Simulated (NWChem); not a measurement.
Everything below was run with NWChem. System: C$_{3}$H$_{8}$OSi, charge 0, spin multiplicity 1, at a geometry optimised with B3LYP/def2-SVP. The structure started from a generated list of species. Level: B3LYP/def2-SVP, VWN1-RPA local correlation.

Job file:

```
start mol
memory heap 200 mb stack 800 mb global 1000 mb
geometry units angstroms nocenter noautoz noautosym
  O      2.073626     0.831843    -0.365606
  Si     1.008433    -0.267422     0.312309
  C     -0.663805    -0.278618    -0.519470
  C     -1.883141    -0.801475     0.224310
  C     -1.775543     0.661459    -0.078109
  H      1.798308     1.756068    -0.372203
  H      0.763635     0.026044     1.761807
  H      1.689509    -1.581340     0.170254
  H     -0.648549    -0.504121    -1.593134
  H     -2.604193    -1.399249    -0.340732
  H     -1.762764    -1.123245     1.264432
  H     -2.424449     1.080090    -0.853170
  H     -1.583636     1.346735     0.754875
end
basis spherical
  * library def2-svp
end
dft
  xc b3lyp
  semidirect memsize 60000000 filesize 0
  iterations 100
end
task dft energy
```

Output (cleaned and shortened):

```
             Northwest Computational Chemistry Package (NWChem) 7.3.0
             --------------------------------------------------------

                                NWChem Input Module
                                -------------------

 Scaling coordinates for geometry "geometry" by  1.889725989
 (inverse scale =  0.529177249)

                             Geometry "geometry" -> ""
                             -------------------------

 Output coordinates in angstroms (scale by  1.889725989 to convert to a.u.)

  No.       Tag          Charge          X              Y              Z
 ---- ---------------- ---------- -------------- -------------- --------------
    1 O                    8.0000     2.07362600     0.83184300    -0.36560600
    2 Si                  14.0000     1.00843300    -0.26742200     0.31230900
    3 C                    6.0000    -0.66380500    -0.27861800    -0.51947000
    4 C                    6.0000    -1.88314100    -0.80147500     0.22431000
    5 C                    6.0000    -1.77554300     0.66145900    -0.07810900
    6 H                    1.0000     1.79830800     1.75606800    -0.37220300
    7 H                    1.0000     0.76363500     0.02604400     1.76180700
    8 H                    1.0000     1.68950900    -1.58134000     0.17025400
    9 H                    1.0000    -0.64854900    -0.50412100    -1.59313400
   10 H                    1.0000    -2.60419300    -1.39924900    -0.34073200
   11 H                    1.0000    -1.76276400    -1.12324500     1.26443200
   12 H                    1.0000    -2.42444900     1.08009000    -0.85317000
   13 H                    1.0000    -1.58363600     1.34673500     0.75487500

 Effective nuclear repulsion energy (a.u.)     227.5261281146

            Nuclear Dipole moment (a.u.)
            ----------------------------
        X                 Y               Z
 ---------------- ---------------- ----------------
    -0.0000056692     0.0000264562    -0.0000132281


 Summary of "ao basis" -> "" (spherical)
 ------------------------------------------------------------------------------
       Tag                 Description            Shells   Functions and Types
 ---------------- ------------------------------  ------  ---------------------
 *                          def2-svp                  on all atoms

                                 NWChem DFT Module
                                 -----------------

 Summary of "ao basis" -> "ao basis" (spherical)
 ------------------------------------------------------------------------------
       Tag                 Description            Shells   Functions and Types
 ---------------- ------------------------------  ------  ---------------------
 O                          def2-svp                 6       14   3s2p1d
 Si                         def2-svp                 8       18   4s3p1d
 C                          def2-svp                 6       14   3s2p1d
 H                          def2-svp                 3        5   2s1p

 Summary of "ao basis" -> "ao basis" (spherical)
 ------------------------------------------------------------------------------
       Tag                 Description            Shells   Functions and Types
 ---------------- ------------------------------  ------  ---------------------
 O                          def2-svp                 6       14   3s2p1d
 Si                         def2-svp                 8       18   4s3p1d
 C                          def2-svp                 6       14   3s2p1d
[...]
------------------------------------------------------------

   convergence    iter        energy       DeltaE   RMS-Dens  Diis-err    time
 ---------------- ----- ----------------- --------- --------- ---------  ------
 d= 0,ls=0.0,diis     1   -483.5686059504 -7.11D+02  1.44D-02  6.22D-01     3.2
 d= 0,ls=0.0,diis     2   -483.5607442234  7.86D-03  6.57D-03  8.49D-01     4.2
 d= 0,ls=0.0,diis     3   -483.6379445027 -7.72D-02  1.34D-03  5.86D-02     5.1
 d= 0,ls=0.0,diis     4   -483.6433288140 -5.38D-03  2.89D-04  1.12D-03     6.2
 d= 0,ls=0.0,diis     5   -483.6434348465 -1.06D-04  1.11D-04  2.45D-04     7.4
  Resetting Diis
 d= 0,ls=0.0,diis     6   -483.6434661654 -3.13D-05  2.43D-05  6.23D-06     8.3
 d= 0,ls=0.0,diis     7   -483.6434669705 -8.05D-07  1.19D-05  4.53D-07     9.3
 d= 0,ls=0.0,diis     8   -483.6434669574  1.31D-08  5.87D-06  5.67D-07    10.3

         Total DFT energy =     -483.643466957371
      One electron energy =    -1115.336407879288
           Coulomb energy =      452.987701594899
    Exchange-Corr. energy =      -48.820888787631
 Nuclear repulsion energy =      227.526128114649

 Numeric. integr. density =       48.000012816802

     Total iterative time =      9.8s

                       DFT Final Molecular Orbital Analysis
                       ------------------------------------

 Vector   22  Occ=2.000000D+00  E=-3.102640D-01
              MO Center= -3.8D-02, -1.7D-02,  7.1D-02, r^2= 4.3D+00
   Bfn.  Coefficient  Atom+Function         Bfn.  Coefficient  Atom+Function
  ----- ------------  ---------------      ----- ------------  ---------------
     6      0.300551   1 O  pz               37     -0.248841   3 C  py
    50      0.242401   4 C  px                9      0.220738   1 O  pz
    80     -0.212581   7 H  s                81     -0.184670   7 H  s
    40     -0.160883   3 C  py               65      0.158328   5 C  py
    38      0.157501   3 C  pz               53      0.134261   4 C  px

 Vector   23  Occ=2.000000D+00  E=-2.995471D-01
              MO Center= -3.4D-01, -1.4D-01,  9.4D-03, r^2= 4.1D+00
   Bfn.  Coefficient  Atom+Function         Bfn.  Coefficient  Atom+Function
  ----- ------------  ---------------      ----- ------------  ---------------
    37      0.324687   3 C  py               64      0.298402   5 C  px
    85      0.209529   8 H  s                67      0.182094   5 C  px
     6      0.175347   1 O  pz               86      0.164062   8 H  s
    80     -0.158405   7 H  s                63      0.153191   5 C  s
    40      0.152122   3 C  py               49     -0.147164   4 C  s

 Vector   24  Occ=2.000000D+00  E=-2.842043D-01
              MO Center=  3.4D-02,  6.3D-02, -3.6D-02, r^2= 4.1D+00
   Bfn.  Coefficient  Atom+Function         Bfn.  Coefficient  Atom+Function
  ----- ------------  ---------------      ----- ------------  ---------------
    36      0.307076   3 C  px                6      0.258763   1 O  pz
     4      0.236230   1 O  px               39      0.216140   3 C  px
    50     -0.205044   4 C  px                9      0.199804   1 O  pz
     7      0.178574   1 O  px               51      0.161228   4 C  py
    64     -0.151293   5 C  px               22     -0.143472   2 Si px

 Vector   25  Occ=0.000000D+00  E= 2.636034D-02
              MO Center=  9.2D-01,  5.7D-01,  1.1D-01, r^2= 5.1D+00
   Bfn.  Coefficient  Atom+Function         Bfn.  Coefficient  Atom+Function
  ----- ------------  ---------------      ----- ------------  ---------------
     3      0.790100   1 O  s                49     -0.703647   4 C  s
    76     -0.647027   6 H  s                26     -0.581886   2 Si py
    25     -0.421121   2 Si px               63      0.410200   5 C  s
   111     -0.315057  13 H  s                96      0.296915  10 H  s
    27      0.284468   2 Si pz              101      0.281463  11 H  s

 Vector   26  Occ=0.000000D+00  E= 5.530150D-02
              MO Center= -1.3D+00, -1.5D-01, -5.9D-01, r^2= 6.6D+00
   Bfn.  Coefficient  Atom+Function         Bfn.  Coefficient  Atom+Function
  ----- ------------  ---------------      ----- ------------  ---------------
    35      1.062178   3 C  s                63      0.969422   5 C  s
    91     -0.935029   9 H  s               106     -0.924997  12 H  s
    49      0.873073   4 C  s                96     -0.838064  10 H  s
    25      0.531974   2 Si px              111     -0.500235  13 H  s
    86     -0.397408   8 H  s               101     -0.363657  11 H  s

 Vector   27  Occ=0.000000D+00  E= 6.995410D-02
              MO Center= -7.5D-01, -5.3D-02,  4.4D-01, r^2= 6.6D+00
   Bfn.  Coefficient  Atom+Function         Bfn.  Coefficient  Atom+Function
  ----- ------------  ---------------      ----- ------------  ---------------
   101      0.872342  11 H  s               111      0.875114  13 H  s
    25     -0.589096   2 Si px              106     -0.582167  12 H  s
    91     -0.576149   9 H  s                27     -0.557334   2 Si pz
    69     -0.496947   5 C  pz               96     -0.467984  10 H  s
    81      0.423005   7 H  s                55     -0.388717   4 C  pz

 center of mass
 --------------
 x =   0.10090992 y =   0.00854035 z =  -0.01698561

 moments of inertia (a.u.)
 ------------------
         202.680866365819         -99.920610407259           3.568371220996
         -99.920610407259         806.636546614347          32.737544325270
           3.568371220996          32.737544325270         883.144052973338

     Multipole analysis of the density
     ---------------------------------

     L   x y z        total         alpha         beta         nuclear
     -   - - -        -----         -----         ----         -------
     0   0 0 0      0.000000    -24.000000    -24.000000     48.000000

     1   1 0 0     -0.633743     -0.316869     -0.316869     -0.000006
     1   0 1 0      0.399446      0.199710      0.199710      0.000026
     1   0 0 1     -0.068716     -0.034351     -0.034351     -0.000013

     2   2 0 0    -32.300177   -224.771842   -224.771842    417.243507
     2   1 1 0      1.186967    -25.918767    -25.918767     53.024500
     2   1 0 1      1.147960      0.146955      0.146955      0.854050
     2   0 2 0    -26.689814    -58.913667    -58.913667     91.137520
     2   0 1 1     -0.071414      8.971848      8.971848    -18.015109
     2   0 0 2    -29.187642    -38.188972    -38.188972     47.190302

 Task  times  cpu:       10.3s     wall:       10.3s

 Total times  cpu:       10.3s     wall:       10.3s
```
